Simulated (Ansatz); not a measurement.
Relaxation of C2H9InN2 (14 atoms, charge 0, multiplicity 1), to a largest force component of 0.03 eV/Å in at most 50 steps.

These are results of RKS PBE0-D4/def2-SVP in Ansatz 0.2.0, not measurements.

```xyz
14
Properties=species:S:1:pos:R:3:forces:R:3
In 1.800 -0.817 0.158 -0.26 0.21 -0.02
N -0.917 1.253 0.214 0.34 -0.22 -0.11
C -2.307 1.021 0.529 0.00 -0.02 0.03
N 1.663 0.233 1.751 -0.10 0.11 0.04
H -0.318 1.205 1.041 0.09 -0.04 0.09
C 1.651 -1.855 -1.692 -0.05 -0.02 0.02
H -0.781 2.177 -0.190 0.00 -0.01 0.01
H -2.432 0.011 0.949 0.00 -0.01 0.01
H -2.921 1.061 -0.386 0.00 0.00 0.00
H -2.753 1.731 1.255 -0.02 0.01 0.00
H 2.452 0.094 2.396 -0.01 -0.04 -0.05
H 0.694 -2.395 -1.716 0.01 0.00 -0.02
H 2.476 -2.575 -1.781 0.00 0.01 0.01
H 1.692 -1.143 -2.527 0.00 0.01 0.00
```

Where does it end, and by what steps?

The forces met the threshold. After 12 steps the energy has fallen by 0.513 eV; H9 moved furthest, 1.01 Å. Joined: In1–N2 (3.42 → 2.42 Å).

```json
{"step": "0", "energy less start (eV)": "0.0000", "largest force component (eV/Å)": "0.337", "accepted": "yes"}
{"step": "1", "energy less start (eV)": "-0.1576", "largest force component (eV/Å)": "0.331", "accepted": "yes"}
{"step": "2", "energy less start (eV)": "-0.3236", "largest force component (eV/Å)": "0.360", "accepted": "yes"}
{"step": "3", "energy less start (eV)": "-0.3888", "largest force component (eV/Å)": "0.863", "accepted": "yes"}
{"step": "4", "energy less start (eV)": "-0.4386", "largest force component (eV/Å)": "0.378", "accepted": "yes"}
{"step": "5", "energy less start (eV)": "-0.4789", "largest force component (eV/Å)": "0.342", "accepted": "yes"}
{"step": "6", "energy less start (eV)": "-0.4966", "largest force component (eV/Å)": "0.279", "accepted": "yes"}
{"step": "7", "energy less start (eV)": "-0.4940", "largest force component (eV/Å)": "0.463", "accepted": "no"}
{"step": "8", "energy less start (eV)": "-0.5073", "largest force component (eV/Å)": "0.153", "accepted": "yes"}
{"step": "9", "energy less start (eV)": "-0.5116", "largest force component (eV/Å)": "0.051", "accepted": "yes"}
{"step": "10", "energy less start (eV)": "-0.5123", "largest force component (eV/Å)": "0.051", "accepted": "yes"}
{"step": "11", "energy less start (eV)": "-0.5125", "largest force component (eV/Å)": "0.037", "accepted": "yes"}
{"step": "12", "energy less start (eV)": "-0.5126", "largest force component (eV/Å)": "0.025", "accepted": "yes"}
```

```xyz
14
Properties=species:S:1:pos:R:3
In 1.330 -0.476 0.273
N -0.515 1.092 0.255
C -1.907 0.681 0.338
N 1.536 0.417 1.980
H -0.114 1.326 1.180
C 1.169 -1.532 -1.580
H -0.404 1.909 -0.344
H -1.998 -0.156 1.045
H -2.264 0.331 -0.642
H -2.583 1.484 0.681
H 2.333 0.070 2.526
H 0.191 -2.031 -1.636
H 1.962 -2.289 -1.657
H 1.264 -0.827 -2.419
```

The run took 57 s on 4 threads of Arm Neoverse N1, on a shared host, peak memory 0.34 GiB.
